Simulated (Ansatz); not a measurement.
## Relative stability

Two relaxed structures of H$_{2}$TeSO, singlet (PBE0-D4/def2-TZVP; forces vanish, vibrations not checked).

A:

```xyz
5
angstrom
O -1.3257 -1.1160 -0.1416
S -0.5989 -0.0890 0.9126
Te 0.8439 1.3347 -0.2482
H -1.2799 -0.7083 -1.0221
H -1.6629 0.7246 1.1264
```

B:

O1  (-1.043, -1.113, -0.196)
S2  (-0.846, 0.334, 0.587)
Te3  (1.174, 1.263, -0.199)
H4  (-1.469, -0.936, -1.042)
H5  (2.183, 0.452, 0.850)
(Å)

Computed with Ansatz 0.2.0 (basis: def2-TZVPP); correlated methods freeze the cores. Filled d shells of the heavier atoms are correlated. Core potentials replace the inner electrons of the atoms past krypton. The def2 sets are not built for correlating such inner shells, so the correlated values are less sure here. B3LYP uses VWN-RPA correlation.

(1) Which structure is lower at CCSD(T), and by how much? (An estimate is asked for; the value comes from the calculation.)

The T1 diagnostic stays at or below 0.018.

Answers

(1) Computed: B, by 12.85 kcal/mol (electronic energy, against the other). By their contacts, A is H₂TeSO ([OH][SH][Te]) and B is H₂TeSO ([OH][S][TeH]).

All methods give the same order:

| method | E(B) − E(A) (kcal/mol) |
| --- | --- |
| PBE-D4 | -11.19 |
| r2SCAN-D4 | -11.24 |
| PBE0-D4 | -11.26 |
| B3LYP-D4 | -11.91 |
| wB97M-V | -11.88 |
| HF | -12.22 |
| MP2 | -10.71 |
| CCSD | -13.16 |
| CCSD(T) | -12.85 |

Labels in which every atom is bracketed show which atoms are joined, not bond orders.

For scale, one of the runs: CCSD(T)/def2-TZVPP, 151 basis functions, launched by `ansatz run in.yaml --threads 2 --pin off --events-out ev --progress --plain --max-ram 4352MiB`. Hardware: 2 CPU threads of an Arm Neoverse V2, shared host. Wall time 42 s; peak host memory 1.1 GiB.
